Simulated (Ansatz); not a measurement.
Consider the hydrogenolysis of the Si–N bond: `N[SiH]([AlH2])[SiH3]` + H₂ → `[AlH2][SiH2][SiH3]` + NH₃.

Gas-phase electronic energies from Ansatz, PBE0-D4/def2-TZVP geometries. CCSD(T)/CBS is the MP2 limit (def2-TZVPP, def2-QZVPP) plus CCSD(T) − MP2 in def2-TZVPP, frozen cores. This one scheme is used for every species. Functionals use def2-TZVPP. One conformer a species, not always the lowest.

Question: Is it downhill or uphill in electronic energy at CCSD(T)/CBS, and by how much? (Best estimate.)

Answer: Computed: Nearly level: ΔE = -0.01 eV.

Question: What do these levels give: r2SCAN-D4, B2PLYP, SCS-MP2/def2-TZVPP, HF/def2-QZVPP, MP2/def2-QZVPP, MP2/CBS(def2)? (An estimate is asked.)

Answer: The calculation gave: r2SCAN-D4 0.01, B2PLYP -0.04, SCS-MP2/def2-TZVPP -0.01, HF/def2-QZVPP -0.15, MP2/def2-QZVPP 0.05, MP2/CBS(def2) 0.06 eV.

Largest T1 diagnostic among the species: 0.013.

In def2-TZVPP, CCSD(T) changes the Hartree–Fock value by +0.12 eV (the triples alone add +0.03 eV) and MP2 by +0.18 eV. The D4 term adds +0.09 eV with B3LYP and +0.05 eV with PBE0; it sums over pairs of atoms, weighted by their polarisabilities, and B3LYP, whose exchange is more repulsive, gets the larger term.

B3LYP here is the variant with VWN-RPA as its local correlation; programs differ in this.
